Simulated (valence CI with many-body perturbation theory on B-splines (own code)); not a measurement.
Ce²⁷⁺: electric-dipole lines

Method: valence CI with perturbative core correlation (CI+MBPT): three valence electrons over a frozen Dirac-Fock core [Ar] 3d10, radial functions for each j: 11 s, 11 p, 10 d, 8 f, 5 g, 2 h, with the one-electron correlation potential Σ1 (screened to all orders), the two-electron term Σ2, the three-electron term Σ3, Breit, model QED; selected single and double excitations, second order for the rest, scaled by the run's own slope (own B-spline code, finite nucleus).

The last digits are not significant, and no measured levels were compared; by estimate large intervals hold to a few tenths of a per cent, small ones and those within an open d or f shell to about a per cent.

Lines 151 to 200 of 571 in falling wavelength, among levels below 30.856 Ry, chosen from the strongest by gf and those to the six lowest levels. Wavelengths and rates use the calculated energies. Electric multipoles are in the length gauge, E1 and E2 with the static RPA response of the core. Weak lines are less certain than strong ones. Lines between different terms over intervals too small for the method are left out, as are lines whose strength nearly cancels. Where a level lies close to another of its J and parity, the split of strength between their lines is uncertain. The highest levels of a list are the least certain.

Levels are named by their leading jj configuration (3d3/2^4 stands for four electrons in 3d with j = 3/2), which in mixed levels can hold well under half, so a name can repeat and another be missing. Letters in brackets count levels of one name in rising energy.

```
λ vac (nm)                          Upper                          Lower   A (s⁻¹)  S (a.u.)
     13.03         (4p3/2^2 4f7/2) J=11/2        (4s 4p3/2 4f7/2) J=11/2  3.37e+10  4.41e-01
     12.99          (4p1/2 4p3/2^2) J=5/2     (4s 4p1/2 4p3/2) J=3/2 [a]  3.84e+08  2.49e-03
     12.93         (4s 4p1/2 4f7/2) J=9/2         (4s 4p3/2 4d5/2) J=9/2  3.94e+10  4.21e-01
     12.92     (4s 4p3/2 4d3/2) J=3/2 [b]             (4s 4p3/2^2) J=3/2  3.56e+10  1.51e-01
     12.91  (4p1/2 4p3/2 4d5/2) J=5/2 [b]     (4s 4p1/2 4d5/2) J=5/2 [a]  2.01e+10  1.28e-01
     12.90          (4p1/2 4d5/2^2) J=7/2  (4p1/2 4p3/2 4d5/2) J=5/2 [b]  3.02e+10  2.56e-01
     12.89         (4s 4d3/2 4d5/2) J=9/2     (4s 4p3/2 4d5/2) J=7/2 [b]  3.22e+10  3.40e-01
     12.87  (4p1/2 4p3/2 4d5/2) J=5/2 [a]         (4s 4p1/2 4d3/2) J=5/2  2.99e+10  1.88e-01
     12.87     (4s 4p3/2 4f5/2) J=7/2 [c]             (4s^2 4f7/2) J=7/2  4.49e+10  3.77e-01
     12.85  (4p3/2 4d3/2 4d5/2) J=7/2 [c]         (4s 4p1/2 4f7/2) J=5/2  1.71e+10  1.43e-01
     12.83     (4s 4d3/2 4d5/2) J=5/2 [c]     (4s 4p3/2 4d3/2) J=3/2 [c]  2.57e+10  1.60e-01
     12.82  (4p1/2 4p3/2 4d3/2) J=3/2 [a]          (4p1/2 4p3/2^2) J=5/2  3.19e+10  1.33e-01
     12.82     (4s 4p3/2 4f5/2) J=7/2 [c]             (4s^2 4f5/2) J=5/2  1.55e+11  1.29e+00
     12.76          (4p3/2^2 4f7/2) J=7/2      (4p3/2^2 4d5/2) J=5/2 [b]  3.05e+10  2.50e-01
     12.75      (4p1/2 4p3/2 4f5/2) J=9/2     (4s 4p1/2 4f7/2) J=7/2 [b]  2.01e+10  2.05e-01
     12.65     (4s 4p1/2 4d5/2) J=5/2 [a]     (4s 4p1/2 4p3/2) J=3/2 [b]  2.44e+09  1.46e-02
     12.62     (4s 4p1/2 4d3/2) J=3/2 [b]     (4s 4p1/2 4p3/2) J=3/2 [b]  9.09e+09  3.61e-02
     12.61      (4p1/2 4d3/2 4d5/2) J=9/2      (4p1/2 4p3/2 4d5/2) J=9/2  1.98e+10  1.96e-01
     12.59         (4s 4p1/2 4d3/2) J=1/2     (4s 4p1/2 4p3/2) J=3/2 [b]  3.68e+08  7.24e-04
     12.55         (4s 4p1/2 4d3/2) J=5/2         (4s 4p1/2 4p3/2) J=5/2  2.72e+10  1.59e-01
     12.54     (4s 4p3/2 4d3/2) J=3/2 [c]             (4s^2 4d3/2) J=3/2  1.17e+11  4.55e-01
     12.54             (4s 4d5/2^2) J=7/2     (4s 4p3/2 4d5/2) J=5/2 [b]  2.33e+10  1.82e-01
     12.49     (4s 4p3/2 4f7/2) J=5/2 [b]     (4s 4p3/2 4d5/2) J=5/2 [b]  2.14e+10  1.24e-01
     12.45          (4p1/2 4d5/2^2) J=9/2  (4p1/2 4p3/2 4d5/2) J=7/2 [b]  2.90e+10  2.77e-01
     12.42     (4s 4p1/2 4d3/2) J=3/2 [a]     (4s 4p1/2 4p3/2) J=3/2 [a]  1.59e+10  6.03e-02
     12.33     (4s 4d3/2 4d5/2) J=7/2 [b]     (4s 4p3/2 4d3/2) J=5/2 [b]  7.84e+10  5.81e-01
     12.19     (4s 4d3/2 4d5/2) J=3/2 [b]     (4s 4p3/2 4d3/2) J=5/2 [b]  4.00e+10  1.43e-01
     12.18     (4s 4p3/2 4f5/2) J=5/2 [a]     (4s 4p3/2 4d5/2) J=7/2 [b]  2.23e+10  1.20e-01
     12.18         (4p3/2 4d5/2^2) J=11/2          (4p3/2^2 4d5/2) J=9/2  1.08e+10  1.16e-01
     12.18  (4p3/2 4d3/2 4d5/2) J=7/2 [b]         (4s 4p1/2 4f7/2) J=9/2  1.79e+10  1.27e-01
     12.11     (4s 4p3/2 4f7/2) J=9/2 [a]     (4s 4p3/2 4d5/2) J=7/2 [b]  1.83e+10  1.61e-01
     12.07      (4p3/2 4d5/2^2) J=9/2 [a]         (4s 4p1/2 4f7/2) J=9/2  2.90e+10  2.52e-01
     12.06         (4s 4p3/2 4d3/2) J=7/2             (4s 4p3/2^2) J=5/2  1.95e+10  1.35e-01
     11.96          (4p3/2^2 4f5/2) J=7/2      (4p3/2^2 4d5/2) J=5/2 [b]  3.51e+10  2.37e-01
     11.94  (4p1/2 4d3/2 4d5/2) J=7/2 [b]  (4p1/2 4p3/2 4d3/2) J=5/2 [b]  2.68e+10  1.80e-01
     11.92         (4s 4p1/2 4d3/2) J=5/2     (4s 4p1/2 4p3/2) J=3/2 [a]  9.01e+09  4.52e-02
     11.92          (4p1/2 4d5/2^2) J=5/2  (4p1/2 4p3/2 4d5/2) J=7/2 [b]  3.70e+10  1.86e-01
     11.87          (4p1/2^2 4d5/2) J=5/2          (4p1/2^2 4p3/2) J=3/2  4.59e+10  2.27e-01
     11.87          (4p1/2 4p3/2^2) J=1/2     (4s 4p1/2 4p3/2) J=3/2 [a]  1.85e+09  3.05e-03
     11.86  (4p1/2 4d3/2 4d5/2) J=7/2 [a]  (4p1/2 4p3/2 4d3/2) J=5/2 [a]  3.38e+10  2.22e-01
     11.85     (4s 4d3/2 4d5/2) J=5/2 [a]     (4s 4p3/2 4d3/2) J=3/2 [a]  2.26e+10  1.11e-01
     11.84      (4p1/2 4d3/2 4d5/2) J=9/2      (4p1/2 4p3/2 4d3/2) J=7/2  3.28e+10  2.69e-01
     11.83          (4p1/2 4d5/2^2) J=5/2  (4p1/2 4p3/2 4d3/2) J=5/2 [b]  3.32e+10  1.63e-01
     11.81          (4p1/2 4d5/2^2) J=9/2      (4p1/2 4p3/2 4d5/2) J=9/2  2.79e+10  2.27e-01
     11.78  (4p1/2 4p3/2 4d5/2) J=3/2 [a]          (4p1/2 4p3/2^2) J=3/2  4.49e+10  1.45e-01
     11.76  (4p1/2 4d3/2 4d5/2) J=3/2 [c]  (4p1/2 4p3/2 4d3/2) J=1/2 [b]  3.47e+10  1.11e-01
     11.74  (4p1/2 4p3/2 4d5/2) J=5/2 [a]          (4p1/2 4p3/2^2) J=3/2  2.82e+10  1.35e-01
     11.74         (4s 4p3/2 4f7/2) J=3/2     (4s 4p3/2 4d5/2) J=5/2 [b]  5.08e+10  1.62e-01
     11.71  (4p1/2 4d3/2 4d5/2) J=3/2 [a]  (4p1/2 4p3/2 4d3/2) J=3/2 [a]  4.60e+10  1.46e-01
     11.70      (4p3/2 4d3/2^2) J=3/2 [b]     (4s 4p1/2 4f5/2) J=5/2 [b]  3.45e+10  1.09e-01
```
